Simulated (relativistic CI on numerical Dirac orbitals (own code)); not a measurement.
## Line list: Electric-dipole lines, Pt¹⁰⁺

Method of calculation: Dirac-Coulomb-Breit CI, separate exchange-only KLI orbitals for each configuration, QED by a radiative potential, valence Slater integrals scaled by 0.9, P86 correlation estimate, and configurations built on the next ion tied to the tabulated ionisation energy (semi-empirical) (own radial code, finite nucleus).

Configurations in the expansion (outside the closed core [Kr] 4d10): 4f¹⁴5s²5p⁶, 4f¹⁴5s²5p⁵5d, 4f¹⁴5s²5p⁵6s, 4f¹⁴5s²5p⁵6p, 4f¹⁴5s²5p⁵6d, 4f¹⁴5s²5p⁵7s, 4f¹⁴5s²5p⁵5f, 4f¹⁴5s²5p⁵6f, 4f¹⁴5s²5p⁴5d², 4f¹⁴5s5p⁶5d, 4f¹²5s²5p⁶5d², 4f¹³5s²5p⁶5d, 4f¹⁴5s²5p⁵5g, 4f¹⁴5p⁶5d², 4f¹⁴5s5p⁶5f, 4f¹⁴5s²5p⁴5f², 4f¹³5s²5p⁵5d², 4f¹⁴5s²5p⁴5d6s, 4f¹³5s²5p⁶6s, 4f¹⁴5s5p⁶5g, 4f¹⁴5s²5p⁴5d6p, 4f¹⁴5s5p⁵5d², 4f¹²5s²5p⁶5f², 4f¹³5s²5p⁵5d6s. Levels of other configurations are missing.

```csv
λ vac (nm),Lower,Upper,A (s⁻¹),gf,Branching (%)
13.634,4f¹⁴5s²5p⁶ ¹S0 [1],4f¹⁴5s²5p⁵6s ¹P°1 [18],7.65e+10,6.39e-01,100.0
15.508,4f¹⁴5s²5p⁶ ¹S0 [1],4f¹⁴5s²5p⁵5d ¹P°1 [13],3.58e+11,3.88e+00,100.0
15.624,4f¹⁴5s²5p⁵5d ³F°3 [4],4f¹⁴5s²5p⁵5f ³F2 [141],5.36e+10,9.81e-01,41.8
17.534,4f¹⁴5s²5p⁵5d ³D°1 [9],4f¹⁴5s²5p⁵5f ³F2 [141],6.36e+10,1.47e+00,49.6
18.482,4f¹⁴5s²5p⁵5d ³P°1 [3],4f¹⁴5s²5p⁵5f ³D2 [83],5.44e+10,1.39e+00,40.7
19.007,4f¹⁴5s²5p⁵5d ³D°2 [5],4f¹⁴5s²5p⁵5f ³D2 [83],5.73e+10,1.55e+00,42.9
19.258,4f¹⁴5s²5p⁵5d ³D°2 [5],4f¹⁴5s²5p⁵5f ¹F3 [81],3.20e+10,1.24e+00,24.5
19.327,4f¹⁴5s²5p⁶ ¹S0 [1],4f¹⁴5s²5p⁵5d ³D°1 [9],8.69e+10,1.46e+00,100.0
19.799,4f¹⁴5s²5p⁵5d ¹D°2 [7],4f¹⁴5s²5p⁵5f ¹F3 [81],7.82e+10,3.22e+00,59.9
20.413,4f¹⁴5s²5p⁵5d ³D°3 [8],4f¹⁴5s²5p⁵5f ¹F3 [81],1.96e+10,8.56e-01,15.0
21.157,4f¹⁴5s²5p⁵5d ³F°4 [6],4f¹⁴5s²5p⁵5f ³G5 [68],1.51e+10,1.12e+00,100.0
23.546,4f¹⁴5s²5p⁵5d ³D°2 [11],4f¹⁴5s²5p⁵6p ³P1 [102],3.69e+10,9.20e-01,77.5
23.549,4f¹⁴5s²5p⁵5d ³F°4 [6],4f¹⁴5s²5p⁵6p ³D3 [43],3.30e+10,1.92e+00,68.0
23.799,4f¹⁴5s²5p⁵5d ¹D°2 [7],4f¹⁴5s²5p⁵6p ¹P1 [44],2.95e+10,7.51e-01,64.9
23.889,4f¹⁴5s²5p⁵5d ³F°3 [12],4f¹⁴5s²5p⁵6p ³D2 [103],3.24e+10,1.39e+00,60.9
24.297,4f¹⁴5s²5p⁵5d ³D°3 [8],4f¹⁴5s²5p⁵6p ³P2 [46],2.68e+10,1.19e+00,58.8
24.607,4f¹⁴5s²5p⁵5d ³P°1 [3],4f¹⁴5s²5p⁵6p ³P1 [36],1.49e+10,4.04e-01,36.6
24.859,4f¹⁴5s²5p⁵5d ³F°2 [10],4f¹⁴5s²5p⁵6p ³D1 [89],2.67e+10,7.43e-01,69.1
25.297,4f¹⁴5s²5p⁵5d ³F°3 [4],4f¹⁴5s²5p⁵6p ³D2 [37],2.53e+10,1.21e+00,66.2
37.435,4f¹⁴5s²5p⁵6p ³D3 [43],4f¹⁴5s²5p⁵7s ³P°2 [168],1.83e+10,1.92e+00,48.0
46.940,4f¹⁴5s²5p⁵6p ³P1 [36],4f¹⁴5s²5p⁵6d ³P°1 [113],1.67e+10,1.66e+00,64.4
47.043,4f¹⁴5s²5p⁵6p ³D2 [37],4f¹⁴5s²5p⁵6d ³F°3 [115],1.90e+10,4.41e+00,79.2
55.422,4f¹⁴5s²5p⁵6p ¹P1 [44],4f¹⁴5s²5p⁵6d ¹D°2 [123],1.20e+10,2.76e+00,59.9
55.946,4f¹⁴5s²5p⁵6p ³D3 [43],4f¹⁴5s²5p⁵6d ³F°4 [122],1.65e+10,6.98e+00,84.0
56.167,4f¹⁴5s²5p⁵6p ³D2 [103],4f¹⁴5s²5p⁵6d ³F°3 [292],1.47e+10,4.85e+00,72.9
56.502,4f¹⁴5s²5p⁵6p ³P2 [46],4f¹⁴5s²5p⁵6d ³D°3 [125],1.24e+10,4.15e+00,63.9
61.711,4f¹⁴5s²5p⁵6s ³P°2 [16],4f¹⁴5s²5p⁵6p ³P2 [46],3.69e+09,1.05e+00,8.1
64.234,4f¹⁴5s²5p⁵6s ³P°1 [39],4f¹⁴5s²5p⁵6p ³D2 [103],5.70e+09,1.76e+00,10.7
64.820,4f¹⁴5s²5p⁵6s ³P°2 [16],4f¹⁴5s²5p⁵6p ³D3 [43],6.17e+09,2.72e+00,12.7
66.395,4f¹⁴5s²5p⁵6s ¹P°1 [18],4f¹⁴5s²5p⁵6p ¹P1 [44],5.35e+09,1.06e+00,11.8
```

Terms are leading LS components. Brackets give the number of a level in order of energy, since labels repeat. The list gives strong lines, with weight on those to low levels, without configurations that were not tied to measured data, without lines whose two gauges differ by over a factor of 2.5, among the lowest 300 of 2672 levels, so that lines to higher ones, which can be the strongest, are missing. Levels whose partners in the same complex of configurations lie outside the list can be far off, and so can their lines. Rates are taken at the computed energies, electric ones in the length gauge.

Configurations that consist of the next ion and one excited electron were tied to the tabulated ionisation energy; Rydberg ones are usually within 1,000 to 3,000 cm⁻¹ and the lowest ones within about 6,000 (9,000 in d shells), while levels on excited terms of the next ion carry the error of that term, and the other configurations can be misplaced by 10,000 cm⁻¹ or more. Rates follow the energies as ν³ (E1, M1) or ν⁵ (E2), so rates, branching and lifetimes can be off by large factors. Levels and lines within the n = 5 or 6 shells can be off by up to 10 % or somewhat more, and those that change n by about 2 %, since core polarisation is missing. Levels that differ in their count of f electrons can be misplaced by several ten thousand cm⁻¹, since the correlation energy of f electrons is missing or only estimated; rates across such gaps can be off by orders of magnitude.

LS names give the leading component of a level, which can be under half, so a name can repeat, a term be missing and a line seem to break the LS rules.
